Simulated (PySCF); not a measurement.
Gas-phase reaction: InCl3.NH3 → InCl2 + H2 + HCl + N. Level: PBE0/def2-TZVP; standard pressure 1 bar.

Computed with PySCF and rigid-rotor harmonic-oscillator thermochemistry at 1 bar. Open shells (unrestricted): InCl2 (multiplicity 2), N (multiplicity 4); the rest are closed-shell singlets. In: scalar-relativistic def2 core potential, no spin-orbit coupling. Adducts (InCl3.NH3) have no counterpoise correction, and HF, PBE, BLYP, B3LYP and PBE0 lack dispersion. InCl3.NH3, InCl2: computed as isolated molecules; such fragments, hydroxides, amides, oligomers or adducts are transient or little studied in the gas. The harmonic model lacks anharmonicity and excited electronic states, which grow with temperature; levels with a mode under 35 cm⁻¹ are left out. Soft modes under 120 cm⁻¹ make the harmonic entropy rough for InCl3.NH3, InCl2.

```csv
T (K),1000/T (1/K),log10 K
1200,0.8333,-14.07
1400,0.7143,?
1600,0.6250,-5.70
1800,0.5556,-2.93
2000,0.5000,-0.72
2500,0.4000,3.20
```

### Question
Fit log10 K = a + b·(1000/T) to the five rows, get the mean ΔH° and ΔS°, and predict log10 K at 1400 K.

### Answer
Means: 1000/T = 0.5828, log10 K = -4.044. Sums of products about the means: Sxy = -4.21113, Sxx = 0.105543, so b = Sxy/Sxx = -39.90 and a = -4.044 − (-39.90)×0.5828 = 19.21.
ΔH° = −R ln 10 × 1000 K × b = −19.145 × (-39.90) = 764 kJ; ΔS° = R ln 10 × a = 368 J/K. The run's own values go from 773 kJ and 375 J/K at 1200 K to 744 kJ and 359 J/K at 2500 K.
Prediction at 1400 K: 19.21 + (-39.90)×0.7143 = -9.29. The computed value is -9.28, 0.01 from the line.
For scale, ΔH°(298 K) is 777 kJ at this level, 795 kJ at ωB97M-V/def2-TZVP†, and runs from 497 to 927 kJ over the 16 levels computed († marks an energy on the PBE0/def2-TZVP geometry).
